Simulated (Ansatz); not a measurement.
Reaction (ligand exchange at the Al–N bond): `[AlH2]/[N]=C\S` + `C[Si](O)(F)F` → `C[Si](F)(F)[O][AlH2]` + `N=CS`

Program: Ansatz. Geometries: PBE0-D4/def2-TZVP. ΔE: electronic, gas phase. CCSD(T)/CBS is the MP2 limit (def2-TZVPP, def2-QZVPP) plus CCSD(T) − MP2 in def2-TZVPP, frozen cores. This one scheme is used for every species. DFT in def2-TZVPP. Each species was taken in one conformer, which may not be the lowest.

```tsv
level	ΔE (kJ/mol)
ωB97M-V	-72.9
r2SCAN	-66.2
SCS-MP2/def2-TZVPP	-76.5
HF/def2-QZVPP	-86.5
```

(1) What does CCSD(T)/CBS give? (Estimate.)

Largest T1 diagnostic among the species: 0.015.

Answers

(1) Computed: -74.9 kJ/mol. The listed levels differ from it by 2.0, 8.7, -1.6, -11.6 kJ/mol.

From PBE to PBE0 (25 % exact exchange), in def2-TZVPP and without D4, ΔE moves by −6.8 kJ/mol. In def2-TZVPP, CCSD(T) changes the Hartree–Fock value by +9.2 kJ/mol (the triples alone add +2.7 kJ/mol) and MP2 by +12.0 kJ/mol.
